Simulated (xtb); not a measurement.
Br2Ge (SMILES [Br][Ge][Br]), singlet, at a GFN2-xTB geometry; GFN1-xTB in xtb.

Input for xtb:
```
$ xtb mol.xyz --gfn 1 --etemp 3000 --json

# file mol.xyz
3

Ge     0.01682949     0.00687689     1.03311619
Br     1.00009172    -1.51961211    -0.47860423
Br    -1.01547868     1.51332467    -0.46595914
```

Problem. Predict the main parts of the log of this xtb run.

Solution. 
```
   ID    Z sym.   atoms
    1   32 Ge     1
    2   35 Br     2, 3

           -------------------------------------------------
          |                Calculation Setup                |
           -------------------------------------------------

           -------------------------------------------------
          |                 G F N 1 - x T B                 |
           -------------------------------------------------

          ...................................................
          :                      SETUP                      :
          :.................................................:
          :  # basis functions                  30          :
          :  # atomic orbitals                  27          :
          :  # shells                            9          :
          :  # electrons                        18          :
          :  # halogen bonds                     0          :
          :  max. iterations                   250          :
          :  Hamiltonian                  GFN1-xTB          :
          :  restarted?                      false          :
          :  GBSA solvation                  false          :
          :  PC potential                    false          :
          :  electronic temp.         3000.0000000     K    :
          :  accuracy                    1.0000000          :
          :  -> integral cutoff          0.2500000E+02      :
          :  -> integral neglect         0.1000000E-07      :
          :  -> SCF convergence          0.1000000E-05 Eh   :
          :  -> wf. convergence          0.2000000E-04 e    :
          :  Broyden damping             0.4000000          :
          :  net charge                          0          :
          :  unpaired electrons                  0          :
          ...................................................

 iter      E             dE          RMSdq      gap      omega  full diag
   1     -9.1160404 -0.911604E+01  0.749E+00    2.12       0.0  T
   2     -8.7240550  0.391985E+00  0.907E+00    1.19       1.0  T
   3     -9.4750916 -0.751037E+00  0.314E+00    2.42       1.0  T
   4     -9.5128434 -0.377518E-01  0.432E-01    2.23       1.0  T
   5     -9.5127148  0.128604E-03  0.469E-01    2.23       1.0  T
   6     -9.5132456 -0.530816E-03  0.191E-01    2.28       1.0  T
   7     -9.5133508 -0.105199E-03  0.498E-03    2.27      11.6  T
   8     -9.5133510 -0.202124E-06  0.461E-03    2.27      12.5  T
   9     -9.5133511 -0.477468E-07  0.553E-04    2.27     104.4  T
  10     -9.5133511 -0.178170E-09  0.775E-05    2.27     744.6  T
  11     -9.5133511 -0.173372E-10  0.284E-05    2.27    2029.6  T

   *** convergence criteria satisfied after 11 iterations ***

         :::::::::::::::::::::::::::::::::::::::::::::::::::::
         ::                     SUMMARY                     ::
         :::::::::::::::::::::::::::::::::::::::::::::::::::::
         :: total energy              -9.502883602064 Eh    ::
         :: gradient norm              0.016439434152 Eh/a0 ::
         :: HOMO-LUMO gap              2.266007997750 eV    ::
         ::.................................................::
         :: SCC energy                -9.513351053184 Eh    ::
         :: -> electrostatic           0.009776818218 Eh    ::
         :: repulsion energy           0.011710852553 Eh    ::
         :: dispersion energy         -0.001243401432 Eh    ::
         :: halogen bond corr.         0.000000000000 Eh    ::
         :: add. restraining           0.000000000000 Eh    ::
         :: total charge              -0.000000000000 e     ::
         :::::::::::::::::::::::::::::::::::::::::::::::::::::

           -------------------------------------------------
          |                Property Printout                |
           -------------------------------------------------

    * Orbital Energies and Occupations

         #    Occupation            Energy/Eh            Energy/eV
      -------------------------------------------------------------
         1        2.0000           -0.6649305             -18.0937
         2        2.0000           -0.6642107             -18.0741
         3        2.0000           -0.4953972             -13.4804
         4        2.0000           -0.4349588             -11.8358
         5        2.0000           -0.4220379             -11.4842
         6        1.9999           -0.4182986             -11.3825
         7        1.9998           -0.4088236             -11.1247
         8        1.9994           -0.3972012             -10.8084
         9        1.9757           -0.3614686              -9.8361 (HOMO)
        10        0.0251           -0.2781944              -7.5701 (LUMO)
        11        0.0000           -0.1768072              -4.8112
        12        0.0000           -0.1695560              -4.6139
        13                         -0.0789206              -2.1475
        14                         -0.0785288              -2.1369
        15                         -0.0693202              -1.8863
        16                         -0.0523501              -1.4245
        17                         -0.0475200              -1.2931
        18                         -0.0441680              -1.2019
        19                         -0.0311250              -0.8470
        20                         -0.0265065              -0.7213
       ...                                ...                  ...
        27                          0.2556022               6.9553
      -------------------------------------------------------------
                  HL-Gap            0.0832743 Eh            2.2660 eV
             Fermi-level           -0.3196654 Eh           -8.6985 eV

  Mulliken/CM5 charges         n(s)   n(p)   n(d)
     1Ge    0.29637  0.24668   1.749  1.552  0.402
     2Br   -0.14818 -0.12334   1.963  5.173  0.012
     3Br   -0.14818 -0.12334   1.963  5.173  0.012

Wiberg/Mayer (AO) data.
largest (>0.10) Wiberg bond orders for each atom

 ---------------------------------------------------------------------------
     #   Z sym  total        # sym  WBO       # sym  WBO       # sym  WBO
 ---------------------------------------------------------------------------
     1  32 Ge   2.748 --     2 Br   1.374     3 Br   1.374
     2  35 Br   1.411 --     1 Ge   1.374
     3  35 Br   1.411 --     1 Ge   1.374
 ---------------------------------------------------------------------------

Topologies differ in total number of bonds
Writing topology from bond orders to xtbtopo.mol

 dipole moment from electron density (au)
     X       Y       Z
   0.0168   0.0069   1.0333  total (Debye):    2.627

           -------------------------------------------------
          | TOTAL ENERGY               -9.502883602064 Eh   |
          | GRADIENT NORM               0.016439434152 Eh/α |
          | HOMO-LUMO GAP               2.266007997750 eV   |
           -------------------------------------------------

normal termination of xtb
```
